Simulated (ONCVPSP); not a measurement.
## What one change does to a pseudopotential (Ne (Z = 10), ONCV)

| Property | Result |
| --- | --- |
| Element | neon (Ne) |
| Generator | ONCVPSP 4.0.1 |
| Type | optimised norm-conserving Vanderbilt (ONCV) |
| Functional | PBE |
| Relativity | scalar-relativistic |
| Frozen core | [He] |
| Valence charge | 8 |
| Reference configuration | 2s2 2p5 (charge +1) |
| Partial waves | 2s: rc 0.70 bohr, ncon 4, nbas 7, qcut 11.6 1/bohr, local; 2p: rc 1.45 bohr, ncon 4, nbas 7, qcut 9.1 1/bohr, 2 projectors, debl 0.9 Ha; d scattering state at 0.38 Ha: rc 1.45 bohr, ncon 4, nbas 9, qcut 6.9 1/bohr, 1 projector |
| Local potential | the s channel |
| Core correction | Teter function, fcfact 5.5, rcfact 1.7 |

In the p channel the program set the typed energies aside and used -1.186, 0.250 Ha.

All-electron outer shells of the reference configuration (PBE, scalar-relativistic, ld1.x):

| shell | level (eV) | outermost node (bohr) | outermost maximum (bohr) |
| --- | --- | --- | --- |
| 1s | -853.41 | – | 0.10 |
| 2s | -55.65 | 0.22 | 0.67 |
| 2p | -32.28 | – | 0.60 |

Change: all radii but the core radius scaled by about 1.20 (s 0.84, p 1.74, d 1.74 bohr).

Cutoffs: the cutoffs (Ha) at which the residual kinetic energy of the hardest occupied pseudo-wave falls to 1 and 0.1 mHa per electron; they do not see the model core or the augmentation charge, which bear on the density cutoff. Errors are all-electron minus pseudo energies relative to the spin-unpolarised reference configuration.

Q: How do hardness, ghosts and transferability respond?

A: The potential gets softer (66 Ha and 208 Ha → 54 Ha and 68 Ha); of the 4 tests that both files solve, the error grows in 3 and shrinks in 1 by more than 15 % and 0.3 meV (median size 139.6 → 254.3 meV); neither file shows a bound ghost. A larger radius leaves more room for a smooth pseudo-wave, so fewer plane waves are needed.

```csv
quantity,base,changed
"cutoff, loose",66 Ha,54 Ha
"cutoff, tight",208 Ha,68 Ha
loose cutoff by channel,"s 66 Ha, p 33 Ha","s 54 Ha, p 28 Ha"
bound ghosts,none,none
GHOST(+) flags under 300 eV,none,none
"error for 2s2 2p6, meV [ΔE -22.48 eV]",+77,+149
"error for 2s2 2p4, meV [ΔE 43.27 eV]",+202,+359
"error for 2s2 2p3, meV [ΔE 110.70 eV]",+1173,+1997
"error for 2s1 2p6, meV [ΔE 23.41 eV]",+21,-12
"rms error of d²Exc/dni dnj with the model core, mHa",2.65,3.07
```
